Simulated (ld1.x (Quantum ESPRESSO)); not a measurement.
## Ranking TM semilocal potentials for Au (Z = 79)

All share these settings but for the change named:

```
Element                 : Au (Z = 79)
Generator               : ld1.x (Quantum ESPRESSO) 7.5
Type                    : norm-conserving Troullier–Martins (semilocal form)
Functional              : LDA (PZ)
Relativity              : scalar-relativistic
Frozen core             : [Kr] 4d10 4f14 5s2
Valence charge          : 17
Reference configuration : 5p6 5d10 6s1 6p0
Partial waves           : 5p (bound): rc 1.40 bohr; 5d (bound): rc 1.35 bohr; 6s (bound): rc 1.90 bohr
Local potential         : the s channel
Core correction         : none
```

Test errors are all-electron minus pseudo excitation energies from the reference, over 5p6 5d10 6s0 6p0; 5p6 5d9 6s0 6p0; 5p6 5d8 6s0 6p0; 5p6 5d10 6s0.5 6p0; 5p5 5d10 6s1 6p0; 5p6 5d7 6s0 6p0; 5p6 5d10 6s0 6p1. None of these files shows a bound ghost.

The base gives 103.9 meV.

Of 11 variants that were run, those that failed, showed a ghost or another fault, or gave nearly equal values are left out.

A variant can come out equal or close to the base, since the largest error may sit in a test that the change hardly touches while other tests move.

**Question.** Rank these variants by their largest absolute test error, smallest first.
A. all radii scaled by about 1.14 (s 2.16, p 1.60, d 1.54 bohr)
B. core correction a·sin(br)/r model core inside 0.72 bohr
C. wave 5p (bound): rc 1.40 bohr becomes 5p (bound): rc 1.94 bohr
D. core correction a·sin(br)/r model core inside 1.48 bohr

**Answer.** D (107.7 meV), B (123.6 meV), A (149.7 meV), C (281.5 meV).
